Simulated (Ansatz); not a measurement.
System: CH₅O₃Si (charge -1, singlet). It need not be the lowest isomer of its formula. Whether it binds its extra electron was not tested at this geometry. SMILES: [Si](C)(O)([O-])O
Geometry from a B3LYP-D3(BJ)/def2-TZVP (Ansatz, an electronic-structure program) optimisation:
```xyz
10

C      1.3903     0.6054    -0.9905
Si    -0.0767    -0.1188    -0.0344
O     -0.7716    -1.4094    -0.5689
O     -1.1266     1.2175     0.0702
O      0.5738    -0.3019     1.5284
H      1.0923     0.8729    -2.0079
H      1.7763     1.5059    -0.5024
H      2.2049    -0.1212    -1.0539
H     -2.0108     0.8787    -0.0996
H      0.2636    -1.1536     1.8507
```
Charge -1, spin multiplicity 1.

### Question
Give the harmonic wavenumbers at B3LYP-D3(BJ)/def2-TZVP (Ansatz, finite differences of forces, unscaled).

### Answer
142, 163, 206, 252, 301, 315, 359, 377, 638, 727, 746, 790, 829, 886, 923, 1131, 1254, 1461, 1462, 3007, 3070, 3078, 3838, 3838 cm⁻¹. Zero-point energy 42.6 kcal/mol.

### Question
From these and the geometry, give the ideal-gas thermochemistry at 298.15 K and 1 atm (rigid rotor, harmonic oscillator).

### Answer
Point group Cs, rotational symmetry number 1. Rotational constants 3.994, 3.738, 3.552 GHz. S(trans) 39.51, S(rot) 26.21, S(vib) 15.71, S(elec, spin only) 0.00, S 81.4 cal/(mol K). H(298) - H(0) 5.17 kcal/mol; G - E(el) 23.5 kcal/mol.
